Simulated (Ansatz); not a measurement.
Born–Oppenheimer molecular dynamics of CH₆O₂Si₂ (11 atoms, charge 0, multiplicity 1). It starts at the highest image of a converged band. Of that band: Neighbouring images differ by up to 1.6 eV, so the band resolves the path poorly. A vibrational analysis at the climbing image gives one clearly imaginary mode, 1496i cm⁻¹: a first-order saddle point.

The calculation used Ansatz, RKS PBE0/def2-SVP.

```json
{"ensemble": "NVE (velocity Verlet)", "time step": "0.5 fs", "steps asked": "200", "starting velocities drawn for": "100 K", "seed": "6047"}
```

First frame:

```xyz
11
Properties=species:S:1:pos:R:3
C 0.656 1.188 0.148
O -0.752 1.014 0.277
Si -1.276 -0.540 0.539
O -0.137 -1.418 -0.372
Si 1.342 -0.316 -0.876
H 1.129 1.252 1.146
H 0.844 2.146 -0.363
H -1.175 -0.968 1.961
H -2.653 -0.685 0.008
H 1.045 0.025 -2.315
H 1.043 -1.753 -0.132
```

Question: How far do the bonds stretch over the last three quarters of this one trajectory? (Pairs bonded in most of those frames.)

Answer: 
```
   bond  mean (Å)  spread (Å)  shortest  longest
  C1–O2     1.423       0.020      1.36     1.46
 C1–Si5     1.951       0.122      1.76     2.16
  C1–H6     1.112       0.011      1.10     1.14
  C1–H7     1.107       0.014      1.08     1.14
 O2–Si3     1.677       0.038      1.61     1.76
 Si3–O4     1.678       0.033      1.62     1.73
 Si3–H8     1.499       0.032      1.44     1.56
 Si3–H9     1.488       0.007      1.48     1.51
 O4–Si5     1.703       0.090      1.57     1.86
Si5–H10     1.539       0.071      1.41     1.74
Si5–H11     1.583       0.144      1.36     1.90
```

Mean temperature of the second half: 1434 K. The conserved energy stayed within 0.3 meV per atom of its start (net change 0.15 meV per atom), so the integration is sound. The system heated up, since it started high on the potential surface and ran downhill. A run of 0.1 ps of so small a system gives no equilibrium averages. The orbitals stay closed-shell, which can raise the energy where a bond breaks towards radicals; this wasn't checked here.

The run took 16 min on 2 threads of Arm Neoverse N1 (shared host), peak memory 0.25 GiB.
